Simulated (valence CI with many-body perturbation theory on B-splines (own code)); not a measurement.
Results of a calculation; reference values are marked as such.
Level structure of Xe14+

Method: configuration interaction combined with many-body perturbation theory (CI+MBPT): four valence electrons over a frozen Dirac-Fock core [Kr], a basis of 9 s, 9 p, 10 d, 8 f, 5 g, 3 h, 1 i functions for each j, with the one-electron correlation potential Σ1 (screened to all orders), the two-electron term Σ2, the three-electron term Σ3, Breit, model QED; selected single and double excitations, second order for the rest (own B-spline code, finite nucleus).

No measured spectrum was set against this ion. As an estimate, terms of the open shell hold to 2 to 4 % of their energy, and close levels can change places. Core correlation moves these levels by up to 7100 cm⁻¹, and in measured spectra 5 to 20 % of such shifts remained as error; rates that hang on mixing are uncertain with them. Only levels of the ground parity were solved; by the run's estimate the other parity begins above the list, which can be wrong where configurations are misplaced.

Levels 1 to 34 of 34, with energies above the lowest level, 4d4 5D_0. "Leading %" is the weight of the configuration and term that name the level; weights of strongly mixed levels are sums over their largest components and can fall short. In the jj column 3d3/2^4 stands for four electrons in 3d with j = 3/2.

| No. | Configuration | Term | J | E (cm⁻¹) | Leading % | g | Second component | Leading jj |
| --- | --- | --- | --- | --- | --- | --- | --- | --- |
| 1 | 4d4 | 5D | 0 | 0.0 | 68 |  | 29 % 4d4 3P | 4d3/2^4 (72 %) |
| 2 | 4d4 | 5D | 1 | 7838 | 86 | 1.498 | 13 % 4d4 3P | 4d3/2^3 4d5/2 (82 %) |
| 3 | 4d4 | 5D | 2 | 14940 | 92 | 1.477 |  | 4d3/2^2 4d5/2^2 (59 %) |
| 4 | 4d4 | 5D | 3 | 20695 | 88 | 1.458 | 7 % 4d4 3F | 4d3/2^2 4d5/2^2 (51 %) |
| 5 | 4d4 | 5D | 4 | 24802 | 71 | 1.404 | 20 % 4d4 3F | 4d3/2^3 4d5/2 (42 %) |
| 6 | 4d4 | 3P | 0 | 38017 | 54 |  | 30 % 4d4 5D | 4d3/2^2 4d5/2^2 (67 %) |
| 7 | 4d4 | 3H | 4 | 39922 | 58 | 0.963 | 14 % 4d4 3G | 4d3/2^3 4d5/2 (48 %) |
| 8 | 4d4 | 3G | 3 | 47842 | 65 | 0.889 | 24 % 4d4 3F | 4d3/2^2 4d5/2^2 (50 %) |
| 9 | 4d4 | 3H | 5 | 49608 | 76 | 1.071 | 23 % 4d4 3G | 4d3/2^2 4d5/2^2 (98 %) |
| 10 | 4d4 | 3F | 2 | 50431 | 69 | 0.810 | 16 % 4d4 1D | 4d3/2^2 4d5/2^2 (52 %) |
| 11 | 4d4 | 3P | 1 | 51652 | 77 | 1.371 | 13 % 4d4 3D | 4d3/2^2 4d5/2^2 (66 %) |
| 12 | 4d4 | 3H | 6 | 53928 | 74 | 1.123 | 26 % 4d4 1I | 4d3/2^2 4d5/2^2 (88 %) |
| 13 | 4d4 | 3G | 4 | 59040 | 57 | 1.036 | 19 % 4d4 3H | 4d3/2^2 4d5/2^2 (67 %) |
| 14 | 4d4 | 3D | 2 | 61939 | 45 | 1.250 | 42 % 4d4 3P | 4d3/2^2 4d5/2^2 (78 %) |
| 15 | 4d4 | 3F | 4 | 63156 | 43 | 1.139 | 26 % 4d4 1G | 4d3/2^2 4d5/2^2 (53 %) |
| 16 | 4d4 | 3F | 3 | 64738 | 50 | 1.153 | 36 % 4d4 3D | 4d3/2^2 4d5/2^2 (57 %) |
| 17 | 4d4 | 3D | 3 | 69236 | 39 | 1.120 | 29 % 4d4 3F | 4d3/2 4d5/2^3 (69 %) |
| 18 | 4d4 | 3G | 5 | 72880 | 76 | 1.160 | 23 % 4d4 3H | 4d3/2 4d5/2^3 (98 %) |
| 19 | 4d4 | 3P | 2 | 75295 | 39 | 1.178 | 29 % 4d4 1D | 4d3/2 4d5/2^3 (57 %) |
| 20 | 4d4 | 1I | 6 | 76917 | 74 | 1.042 | 26 % 4d4 3H | 4d3/2 4d5/2^3 (88 %) |
| 21 | 4d4 | 3D | 1 | 77143 | 85 | 0.643 | 11 % 4d4 3P | 4d3/2 4d5/2^3 (76 %) |
| 22 | 4d4 | 1G | 4 | 87095 | 48 | 1.079 | 36 % 4d4 3F | 4d3/2^2 4d5/2^2 (44 %) |
| 23 | 4d4 | 1S | 0 | 89197 | 75 |  | 24 % 4d4 3P | 4d3/2 4d5/2^3 (80 %) |
| 24 | 4d4 | 3P | 2 | 90168 | 37 | 1.159 | 23 % 4d4 1D | 4d3/2^2 4d5/2^2 (63 %) |
| 25 | 4d4 | 1F | 3 | 94232 | 64 | 1.055 | 18 % 4d4 3D | 4d3/2 4d5/2^3 (78 %) |
| 26 | 4d4 | 3P | 2 | 102060 | 62 | 1.236 | 24 % 4d4 3F | 4d3/2^2 4d5/2^2 (54 %) |
| 27 | 4d4 | 3F | 4 | 108200 | 69 | 1.178 | 23 % 4d4 1G | 4d5/2^4 (50 %) |
| 28 | 4d4 | 3F | 2 | 111760 | 55 | 0.883 | 27 % 4d4 1D | 4d5/2^4 (42 %) |
| 29 | 4d4 | 3F | 3 | 112780 | 78 | 1.070 | 19 % 4d4 1F | 4d3/2 4d5/2^3 (96 %) |
| 30 | 4d4 | 3P | 1 | 114300 | 97 | 1.485 |  | 4d3/2 4d5/2^3 (91 %) |
| 31 | 4d4 | 3P | 0 | 119950 | 85 |  | 13 % 4d4 1S | 4d5/2^4 (51 %) |
| 32 | 4d4 | 1G | 4 | 120930 | 78 | 1.044 | 18 % 4d4 3F | 4d3/2 4d5/2^3 (83 %) |
| 33 | 4d4 | 1D | 2 | 147840 | 92 | 0.999 |  | 4d3/2 4d5/2^3 (41 %) |
| 34 | 4d4 | 1S | 0 | 187990 | 92 |  | 6 % 4d4 3P | 4d3/2^2 4d5/2^2 (48 %) |

Names give the largest LS component (configuration and term), which can be under half, so a name can repeat, a term be missing and a line seem to break the LS rules; names also repeat where a configuration has a term twice.

Where two levels of one J and parity lie close, their mixing, g and order are uncertain.

The ionisation energy to 4d3 4F_3/2 of the next ion comes out as 344.59 eV (NIST: 343 ± 3 eV (theoretical)). All 34 levels together are meant to be complete up to 195560 cm⁻¹.
